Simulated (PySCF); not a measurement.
C2H5O2 (SMILES C[OH+]C=O), charge +1, singlet, at a GFN2-xTB geometry. Base run: BLYP/pcseg-1 run with PySCF.

The PySCF input:
```python
from pyscf import gto, scf, dft

mol = gto.M(
    atom='''
C    -1.03042963   -0.20472600   -0.02112033
O    -0.73312942   -1.29679953   -0.24874157
O     0.04062159    0.83539826    0.07348090
H    -1.98763608    0.30559936    0.10443989
C     1.42550223    0.37698170    0.08288634
H     2.05413765    1.22422046   -0.18596967
H     1.70287093   -0.01912909    1.05973032
H     1.52164729   -0.40426881   -0.67126979
H    -0.12139264    1.55125391    0.72455841
''',
    basis='pcseg-1',
    charge=1,
    verbose=3,
)

mf = dft.RKS(mol)
mf.xc = 'blyp'
mf.kernel()
```

Each row names what was changed in the base input (with any setting that the change needs).

```tsv
change	ΔE vs base (mEh)	grid points	electrons on the grid
base	0.000	105440	32.00001
grids.level = 1	-0.031	33080	32.00012
grids.atom_grid = (50, 194)	-0.030	59248	32.00006
grids.level = 0	64.871	7448	31.98117
grids.prune = off	0.000	166104	32.00001
grids.atom_grid = (99, 590)	0.001	291032	32.00000
grids.atom_grid = (30, 110)	0.034	22152	32.00032
small_rho_cutoff = 0	0.000	105440	32.00001
grids.level = 7	0.001	597280	32.00000
grids.radi_method = mura_knowles	0.000	100904	32.00001
grids.prune = dft.gen_grid.sg1_prune	-0.041	47000	32.00015
```
